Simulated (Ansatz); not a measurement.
Species: C2H8AlNO2, charge 0, multiplicity 1. 
Geometry from a B3LYP-D3(BJ)/def2-TZVP (Ansatz, a quantum-chemistry and plane-wave program) optimisation:
```
Al
O 1 1.6857
C 2 1.4024 1 138.44
H 3 1.0940 2 109.81 1 135.12
H 3 1.0948 4 107.95 2 -120.54
H 3 1.0960 4 107.88 5 -116.46
O 1 1.6857 2 123.94 3 3.27
C 7 1.4024 1 138.44 2 3.27
H 8 1.0940 7 109.81 1 135.12
H 8 1.0948 9 107.95 7 -120.54
H 8 1.0960 9 107.88 10 -116.46
N 1 1.7593 2 118.03 3 -176.73
H 12 1.0064 1 124.46 2 0.65
H 12 1.0064 13 111.08 1 -180.00
```
Charge 0, spin multiplicity 1.

Dipole moments at this geometry, in debye (magnitudes).

```json
[
 {"level": "SVWN5/def2-TZVPD", "program": "Ansatz", "dipole (D)": "0.68"},
 {"level": "BLYP/def2-TZVPD", "program": "Ansatz", "dipole (D)": "0.68"},
 {"level": "B97M-V/def2-TZVPD", "program": "Ansatz", "dipole (D)": "0.60"},
 {"level": "B3LYP/def2-TZVPD", "program": "Ansatz", "dipole (D)": "…"},
 {"level": "PBE0/def2-TZVPD", "program": "Ansatz", "dipole (D)": "0.72"},
 {"level": "r2SCANh/def2-TZVPD", "program": "Ansatz", "dipole (D)": "0.70"},
 {"level": "LC-wPBE/def2-TZVPD", "program": "Ansatz", "dipole (D)": "0.88"},
 {"level": "wB97M-V/def2-TZVPD", "program": "Ansatz", "dipole (D)": "0.79"},
 {"level": "wB97X-V/def2-TZVPD", "program": "Ansatz", "dipole (D)": "0.83"},
 {"level": "CCSD(T)/aug-cc-pV(D+d)Z", "program": "Ansatz", "dipole (D)": "…"}
]
```

**Question.** What belongs in the gaps?

**Answer.** 
- B3LYP/def2-TZVPD, dipole (D): 0.77
- CCSD(T)/aug-cc-pV(D+d)Z, dipole (D): 0.83
